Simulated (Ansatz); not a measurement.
`C[SiH2][Zn][F]` + dimethylamine → `C[N](C)[Zn][F]` + `C[SiH3]` at 298.15 K and 1 bar (cleavage of the Zn–Si bond).

Gas-phase electronic energies from Ansatz, PBE0-D4/def2-TZVP geometries. CCSD(T)/CBS is the MP2 limit (def2-TZVPP, def2-QZVPP) plus CCSD(T) − MP2 in def2-TZVPP, frozen cores. This one scheme is used for every species. For Zn outer-core shells are correlated without core-valence functions, which leaves a few kJ/mol of doubt a bond. Scalar relativity is left out up to krypton. One conformer a species, not always the lowest.

```json
{"species": "`C[SiH2][Zn][F]`", "CCSD(T)/CBS energy (Eh)": "-2208.36076", "H − E (kJ/mol)": "167.4", "S (J/(mol·K))": "349.1"}
{"species": "`CNC`", "CCSD(T)/CBS energy (Eh)": "-135.00321", "H − E (kJ/mol)": "256.9", "S (J/(mol·K))": "271.4"}
{"species": "`C[N](C)[Zn][F]`", "CCSD(T)/CBS energy (Eh)": "-2012.61126", "H − E (kJ/mol)": "240.1", "S (J/(mol·K))": "363.5"}
{"species": "`C[SiH3]`", "CCSD(T)/CBS energy (Eh)": "-330.73916", "H − E (kJ/mol)": "173.3", "S (J/(mol·K))": "255.5"}
```

H − E and S are ideal-gas, rigid-rotor, harmonic terms from PBE0-D4/def2-TZVP, for one conformer and one mirror image of each species. 1 Eh = 2625.50 kJ/mol, R = 8.31446 J/(mol·K).

**Question.** By hand: ΔE, ΔH, ΔS and ΔG.

**Answer.** ΔE = (-2012.61126) + (-330.73916) − (-2208.36076) − (-135.00321) = 0.01355 Eh = 35.6 kJ/mol. Δ(H − E) = 240.1 + 173.3 − 167.4 − 256.9 = -10.9, so ΔH = 24.7 kJ/mol. ΔS = 363.5 + 255.5 − 349.1 − 271.4 = -1.5 J/(mol·K). ΔG = 24.7 − 298.15 × (-1.5)/1000 = 25.1 kJ/mol.

**Question.** By hand: the equilibrium constant, and the temperature at which ΔG would vanish if ΔH and ΔS stayed fixed.

**Answer.** log₁₀ K = −ΔG/(RT ln 10) = -4.4. ΔH and −TΔS have one sign here, so there is no such temperature. One of them is within its doubt of zero, so this could turn.

The number of gas molecules stays the same, so ΔS is small and ΔH decides. A doubt of 5 kJ/mol in ΔE shifts log₁₀ K by 0.9 here. Other conformers and mirror images would add mixing entropy, several J/(mol·K) or more a flexible species. Modes under 60 cm⁻¹, often nearly free rotors, make the harmonic entropy too high. These are equilibria of isolated gas molecules and say nothing of rates. Largest T1 diagnostic: 0.015 (customary marks: 0.02 for closed shells, 0.045 for open ones).
